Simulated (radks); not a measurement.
The numbers below are computed, except where a source is named.
Q: Radial electron density D(r) = 4 pi r^2 rho(r) of an atom or ion with 51 electrons. Code: a radial shooting solver on a logarithmic mesh with Libxc functionals. Model: scalar-relativistic Kohn-Sham, LDA (Slater exchange, VWN5 correlation), spin-polarised, spherical densities, finite nucleus; Fermi nuclear charge, rms radius of each element as measured or else 0.836 A^(1/3) + 0.57 fm.

```
   r/bohr * D(r) (the largest magnitude, 86.9, reaches the edge; | marks zero)
 0.001539 | *
 0.002086 |   *
  0.00285 |      *
 0.003893 |         *
 0.005276 |               *
 0.007208 |                      *
 0.009769 |                              *
  0.01335 |                                      *
  0.01809 |                                          *
  0.02471 |                                        *
  0.03376 |                                     *
  0.04575 |                                      *
   0.0625 |                                               *
  0.08471 |                                                      *
   0.1157 |                                               *
   0.1568 |                                      *
   0.2143 |                                           *
   0.2927 |                                         *
   0.3967 |                      *
    0.542 |              *
   0.7345 |                *
    1.003 |          *
     1.36 |    *
    1.858 | *
    2.538 |*
     3.44 *
    4.699 *
    6.369 *
    8.701 *
    11.79 *
```

What is the nuclear charge?

A: Z = 52. The innermost maximum, from 1s, lies near gamma/Z bohr with gamma = sqrt(1 - (Z/c)^2) = 0.925, here 0.0178 bohr (found: 0.0196), and its height grows with Z. The density is that of the tellurium ion Te+ in [Kr] 4d10 5s2 5p2 6s1; the configuration itself is not fixed sharply by these data, and Z only to a few units. D(r) has 4 maxima, at r = 0.0196, 0.0861, 0.249, 0.723 bohr, and minima at 0.0381, 0.163, 0.529 bohr, inside which lie 1.99, 11.14, 28.99 electrons.
